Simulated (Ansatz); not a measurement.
Born–Oppenheimer molecular dynamics of C2H15NSi4 (22 atoms, charge 0, multiplicity 1). It starts from a relaxed structure.

Method: RKS revPBE-D4/STO-3G in Ansatz 0.2.0.

* ensemble: NVE (velocity Verlet)
* time step: 0.25 fs
* steps asked: 250
* starting velocities drawn for: 400 K
* seed: 668821

First frame:

```xyz
22
Properties=species:S:1:pos:R:3
Si 0.069 -0.110 0.015
N 0.258 -0.548 1.784
C -1.089 -0.628 2.477
H -1.718 -1.390 1.968
H -0.937 -0.949 3.531
H -1.661 0.336 2.497
C 1.084 0.485 2.526
H 1.214 0.157 3.581
H 2.090 0.556 2.057
H 0.638 1.513 2.546
Si 2.160 -0.008 -0.847
H 2.976 -1.137 -0.416
H 2.100 -0.033 -2.304
H 2.849 1.218 -0.463
Si -1.008 1.870 -0.299
H -2.403 1.811 0.121
H -0.375 2.962 0.432
H -0.995 2.231 -1.713
Si -1.107 -1.795 -0.937
H -2.514 -1.759 -0.555
H -1.049 -1.681 -2.390
H -0.573 -3.101 -0.571
```

(1) How far do the bonds stretch over the last three quarters of this one trajectory? (Pairs bonded in most of those frames.)

## Answers

(1) 
```json
{"bond": "Si1–N2", "mean (Å)": "1.809", "spread (Å)": "0.011", "shortest": "1.79", "longest": "1.82"}
{"bond": "Si1–Si11", "mean (Å)": "2.256", "spread (Å)": "0.020", "shortest": "2.22", "longest": "2.29"}
{"bond": "Si1–Si15", "mean (Å)": "2.271", "spread (Å)": "0.028", "shortest": "2.24", "longest": "2.33"}
{"bond": "Si1–Si19", "mean (Å)": "2.287", "spread (Å)": "0.019", "shortest": "2.26", "longest": "2.31"}
{"bond": "N2–C3", "mean (Å)": "1.500", "spread (Å)": "0.014", "shortest": "1.47", "longest": "1.52"}
{"bond": "N2–C7", "mean (Å)": "1.513", "spread (Å)": "0.009", "shortest": "1.49", "longest": "1.53"}
{"bond": "C3–H4", "mean (Å)": "1.112", "spread (Å)": "0.006", "shortest": "1.10", "longest": "1.12"}
{"bond": "C3–H5", "mean (Å)": "1.118", "spread (Å)": "0.012", "shortest": "1.10", "longest": "1.14"}
{"bond": "C3–H6", "mean (Å)": "1.121", "spread (Å)": "0.007", "shortest": "1.11", "longest": "1.14"}
{"bond": "C7–H8", "mean (Å)": "1.116", "spread (Å)": "0.038", "shortest": "1.05", "longest": "1.19"}
{"bond": "C7–H9", "mean (Å)": "1.123", "spread (Å)": "0.032", "shortest": "1.06", "longest": "1.18"}
{"bond": "C7–H10", "mean (Å)": "1.133", "spread (Å)": "0.054", "shortest": "1.05", "longest": "1.21"}
{"bond": "Si11–H12", "mean (Å)": "1.459", "spread (Å)": "0.013", "shortest": "1.44", "longest": "1.48"}
{"bond": "Si11–H13", "mean (Å)": "1.462", "spread (Å)": "0.028", "shortest": "1.42", "longest": "1.50"}
{"bond": "Si11–H14", "mean (Å)": "1.462", "spread (Å)": "0.027", "shortest": "1.42", "longest": "1.50"}
{"bond": "Si15–H16", "mean (Å)": "1.460", "spread (Å)": "0.006", "shortest": "1.45", "longest": "1.47"}
{"bond": "Si15–H17", "mean (Å)": "1.459", "spread (Å)": "0.004", "shortest": "1.45", "longest": "1.46"}
{"bond": "Si15–H18", "mean (Å)": "1.460", "spread (Å)": "0.004", "shortest": "1.45", "longest": "1.47"}
{"bond": "Si19–H20", "mean (Å)": "1.460", "spread (Å)": "0.011", "shortest": "1.44", "longest": "1.48"}
{"bond": "Si19–H21", "mean (Å)": "1.460", "spread (Å)": "0.009", "shortest": "1.44", "longest": "1.48"}
{"bond": "Si19–H22", "mean (Å)": "1.464", "spread (Å)": "0.057", "shortest": "1.38", "longest": "1.54"}
```

Mean temperature of the second half: 174 K. The conserved energy stayed within 0.077 meV per atom of its start (net change 0.048 meV per atom), so the integration is sound. Over the second half the temperature averaged 0.43 of the 400 K drawn at the start: a run that starts near a minimum puts about half its kinetic energy into the potential. A run of 0.062 ps of so small a system gives no equilibrium averages. Limits of this set-up: minimal basis.

Run time: 14 min on 2 threads of Arm Neoverse V2, with other jobs on the host, peak memory 0.13 GiB.
